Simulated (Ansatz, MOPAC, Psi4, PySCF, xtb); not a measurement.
Pair of molecules: CH4O (SMILES CO) (first 6 atoms) with C2H6 (SMILES CC); geometry from B3LYP-D3(BJ)/def2-TZVP, rigid monomers moved along the line of their centres of mass till H6···C7 is 2.41 Å.
(charge 0, multiplicity 1):
```xyz
14

C     -0.634     0.241     0.053
O      0.683    -0.155     0.408
H     -1.248    -0.609    -0.265
H     -0.541     0.931    -0.785
H     -1.143     0.759     0.873
H      0.629    -0.771     1.146
C     -0.121    -0.757     3.435
C      0.150     0.742     3.539
H     -0.496    -1.163     4.376
H      0.789    -1.309     3.188
H     -0.871    -0.976     2.671
H     -0.761     1.291     3.782
H      0.542     1.138     2.600
H      0.883     0.955     4.319
```

```
level                              interaction energy (kcal/mol)  cost
---------------------------------  -----------------------------  ----
PM3                                                        -0.17     -
GFN2-xTB                                                   -0.55     -
HF/STO-3G (no counterpoise)                                 2.64     -
HF/6-31G* (no counterpoise)                                 1.46     -
PBE/def2-TZVPPD                                             0.18    ×1
PBE-D3(BJ)/def2-TZVPPD                                     -1.49    ×1
PBE-D4/def2-TZVPPD                                         -1.36    ×1
BP86/6-31G* (no counterpoise)                              -0.16     -
r2SCAN-D3(BJ)/def2-TZVPPD                                  -1.65    ×2
r2SCAN-D4/def2-TZVPPD                                      -1.56    ×2
B3LYP/6-31G* (no counterpoise)                             -0.59     -
B3LYP/6-311+G** (no counterpoise)                           1.10     -
B3LYP/def2-TZVPPD                                           1.35    ×2
B3LYP-D3(BJ)/def2-TZVPPD                                   -1.22    ×2
PBE0/def2-TZVPPD                                            0.14    ×2
M06-2X/6-31G* (no counterpoise)                            -3.32     -
wB97M-V/def2-TZVPPD                                        -1.43    ×4
MP2/aug-cc-pVDZ                                            -0.61     -
CCSD(T)/aug-cc-pVDZ                                        -0.61   ×10
SAPT0/jun-cc-pV(D+d)Z                                      -0.08     -
```

The rows run from -3.32 (M06-2X/6-31G* (no counterpoise)) to 2.64 kcal/mol (HF/STO-3G (no counterpoise)). The dispersion term adds -1.67 in PBE-D3(BJ), -1.54 in PBE-D4, -2.57 in B3LYP-D3(BJ). The 4 functionals in def2-TZVPPD without D3 or D4 span 2.77, from wB97M-V to B3LYP.

Interaction energies are E(AB) − E(A) − E(B) at the monomers' geometry in the complex; basis-set methods are counterpoise corrected. Rows marked so take none.

Cores are frozen in the correlated methods. Rows in 6-311+G**, 6-31G*, STO-3G carry no dispersion term and start afresh at each structure (6-31G* with six Cartesian d functions). The state reached by PM3 isn't checked.

Codes used: Ansatz (a program for electronic structure) with Gaussian orbitals; MOPAC for PM3 (differences of heats of formation); Psi4 for SAPT; PySCF for 6-311+G** rows, 6-31G* rows, STO-3G rows, the dispersion terms; xtb for the GFN methods. Values without a source in brackets are computed.

Costs are rough ratios of core time to PBE/def2-TZVPPD (about 11 s over the structures, on one shared machine); a dash marks a level with no comparable run of its own.
